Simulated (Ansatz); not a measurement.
Input (X2C-CCSDT(Q)/cc-pwCVTZ-DK; Ansatz, a quantum-chemistry and plane-wave program): The .json basis holds the Basis Set Exchange's core-valence set for the 3d metal and cc-pVXZ-DK of the same size for its partners.

Ansatz 0.2 input:
```yaml
crystal:
  periodic: [false, false, false]
  atoms:
    - {symbol: Co, position_ang: [0.00000000, 0.00000000, 0.00000000]}
basis:
  gaussian:
    orbitals: cc-pwCVTZ-DK.json
total_charge: 2
magnetization: {spin_polarized: true, initial_magnetization: 3}
correlation: {method: ccsdt_q, frozen_orbitals: {Co: 5}}
scf: {lower_state_search: full}
```

Output:

```
Functional definition: HF
integrals: 0.29 GiB planned
964 factors; integrals over basis functions are off by at most 3.7e-8 eV
mean field: 0.32 GiB planned
mean field evaluation 1: about -37837.7947 eV, gradient 1.1e2 eV
mean field evaluation 2: about -37837.7987 eV, gradient 1.1e2 eV
mean field evaluation 4: about -37852.6098 eV, gradient 2.3e0 eV
mean field evaluation 8: about -37852.6766 eV, gradient 6.2e-1 eV
mean field evaluation 16: about -37852.7177 eV, gradient 2.1e-6 eV
mean field evaluation 32: about -37850.9028 eV, gradient 2.3e-4 eV
mean field evaluation 64: about -37852.7178 eV, gradient 1.7e-2 eV
mean field evaluation 96: about -37849.5155 eV, gradient 2.8e1 eV
mean field evaluation 128: about -37852.7176 eV, gradient 3.6e-2 eV
mean field evaluation 160: about -37845.5005 eV, gradient 3.0e0 eV
mean field evaluation 192: about -37852.6969 eV, gradient 4.8e-1 eV
mean field evaluation 224: about -37850.8768 eV, gradient 3.8e0 eV
mean field evaluation 256: about -37849.1726 eV, gradient 2.7e1 eV
mean field evaluation 288: about -37852.7177 eV, gradient 1.1e-2 eV
mean field evaluation 320: about -37852.2560 eV, gradient 1.4e-1 eV
mean field evaluation 352: about -37850.9023 eV, gradient 3.4e-1 eV
mean field evaluation 384: about -37839.8241 eV, gradient 7.1e1 eV
mean field evaluation 416: about -37847.3878 eV, gradient 2.8e-3 eV
mean field evaluation 448: about -37847.3878 eV, gradient 5.4e-2 eV
mean field evaluation 480: about -37845.5167 eV, gradient 5.6e-4 eV
mean field evaluation 512: about -37845.5083 eV, gradient 1.4e-3 eV
mean field evaluation 544: about -37845.2906 eV, gradient 2.4e0 eV
mean field evaluation 576: about -37845.2994 eV, gradient 1.7e-3 eV
mean field evaluation 608: about -37845.2873 eV, gradient 8.9e-1 eV
mean field evaluation 640: about -37845.4490 eV, gradient 4.2e-1 eV
mean field evaluation 672: about -37850.9012 eV, gradient 4.8e-2 eV
mean field evaluation 704: about -37847.5785 eV, gradient 7.3e0 eV
mean field evaluation 736: about -37852.6671 eV, gradient 7.7e-1 eV
mean field evaluation 768: about -37852.2550 eV, gradient 9.5e-7 eV
mean field evaluation 800: about -37848.3724 eV, gradient 5.4e0 eV
mean field evaluation 832: about -37851.1843 eV, gradient 3.5e0 eV
mean field -37852.71773732 eV, -1391.0617193529 hartree, gradient 2.1e-6 eV, S^2 3.753960; 12 other end points of the search recorded, 0 dependent functions left out
determinant -37852.71773732 eV, -1391.0617193529 hartree, with singles and doubles -37869.19830154 eV, -1391.6673689172 hartree
determinant -37852.25499295 eV, -1391.0447138110 hartree, with singles and doubles -37868.90216915 eV, -1391.6564862525 hartree
determinant -37850.90279590 eV, -1390.9950214861 hartree, with singles and doubles -37867.83276908 eV, -1391.6171865249 hartree
determinant -37852.71773732 eV, -1391.0617193529 hartree, with singles and doubles -37869.14765617 eV, -1391.6655077339 hartree
determinant -37852.25499295 eV, -1391.0447138110 hartree, with singles and doubles -37868.84316110 eV, -1391.6543177465 hartree
5 core orbitals not correlated
reference -37852.71773732 eV, -1391.0617193529 hartree; 9, 6 occupied and 88, 91 virtual orbitals, 964 factors
second order -17.05477870 eV of doubles, -0.00000000 eV of singles
coupled cluster: 6.50 GiB planned
cycle   1  -16.09656353 eV  change    9.6e-1 eV  update   6.0e-2
cycle   2  -16.56865081 eV  change   -4.7e-1 eV  update   3.0e-2
cycle   3  -16.73454001 eV  change   -1.7e-1 eV  update   7.0e-3
cycle   4  -16.74033609 eV  change   -5.8e-3 eV  update   3.0e-3
cycle   5  -16.72775255 eV  change    1.3e-2 eV  update   1.4e-3
cycle   6  -16.72782022 eV  change   -6.8e-5 eV  update   7.0e-4
cycle   7  -16.73026428 eV  change   -2.4e-3 eV  update   2.6e-4
cycle   8  -16.73030878 eV  change   -4.5e-5 eV  update   1.2e-4
cycle   9  -16.72995326 eV  change    3.6e-4 eV  update   6.8e-5
cycle  10  -16.73005438 eV  change   -1.0e-4 eV  update   4.2e-5
cycle  11  -16.73000013 eV  change    5.4e-5 eV  update   2.7e-5
cycle  12  -16.72997175 eV  change    2.8e-5 eV  update   1.7e-5
cycle  13  -16.72998804 eV  change   -1.6e-5 eV  update   8.0e-6
cycle  14  -16.72999636 eV  change   -8.3e-6 eV  update   3.5e-6
cycle  15  -16.72998815 eV  change    8.2e-6 eV  update   1.1e-6
cycle  16  -16.72998862 eV  change   -4.8e-7 eV  update   4.4e-7
perturbative correction -0.00431915 eV, -0.0001587258 hartree
Total energy: -37869.45204509 eV, -1391.6766938206 hartree
Relativity: scalar
```
